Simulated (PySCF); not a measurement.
Computed with PBE-D3(BJ)/def2-TZVP // B3LYP-D3(BJ)/def2-TZVP (PySCF 2.14.0). All species are isolated molecules in the gas phase. 

Reference species (SMILES): `[F][InH][F]` (neutral, multiplicity 1).

The dipole moment is 3.38 D.

Changed species: `[F][In]([F])[F]` (whole molecule; the reference has whole molecule).

### Question
Predict the effect on the dipole moment.

### Answer
the dipole moment falls by 3.38 D, to 0.00 D.
